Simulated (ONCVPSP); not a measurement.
Building the ONCV potential for ytterbium (PBE, scalar-relativistic).

Yb (Z = 70), optimised norm-conserving Vanderbilt (ONCV), made with ONCVPSP 4.0.1 (PBE, scalar-relativistic). Core [Kr] 4d10 4f13, reference 5s2 5p6 5d1 6s2. Waves: 5s+6s: rc 1.95 bohr, ncon 5, nbas 10, qcut 5.8 1/bohr, 2 projectors; 5p: rc 2.15 bohr, ncon 3, nbas 6, qcut 4 1/bohr, 2 projectors, debl 1.3 Ha; 5d: rc 2.80 bohr, ncon 4, nbas 8, qcut 4.7 1/bohr, 2 projectors, debl 1.3 Ha. Local part: polynomial inside 1.45 bohr (lpopt 1, dvloc0 0 Ha). Core correction: Teter function, fcfact 3, rcfact 1.65.

Poles of the logarithmic derivatives, all-electron (AE) and pseudo (PS). s: poles at -1.9, 4.7 (AE) and -1.9, 4.5 (PS) Ha. p: poles at -0.8, 4.4 (AE) and -0.8, 4.3 (PS) Ha. d: poles at 0.3, 3.1 (AE) and 0.3, 3.1 (PS) Ha. Test radii: s 1.98, p 2.18, d 2.83 bohr.

- Cutoffs needed: 14 Ha and 22 Ha (the cutoffs (Ha) at which the residual kinetic energy of the hardest occupied pseudo-wave falls to 1 and 0.1 mHa per electron)
- Ghost test: no bound ghost flagged; no localised positive-energy state flagged
- Configuration tests: 1 of 4 tests not solved or not reliable
- rms error of d²Exc/dni dnj: 6.51 mHa without and 0.91 mHa with the model core
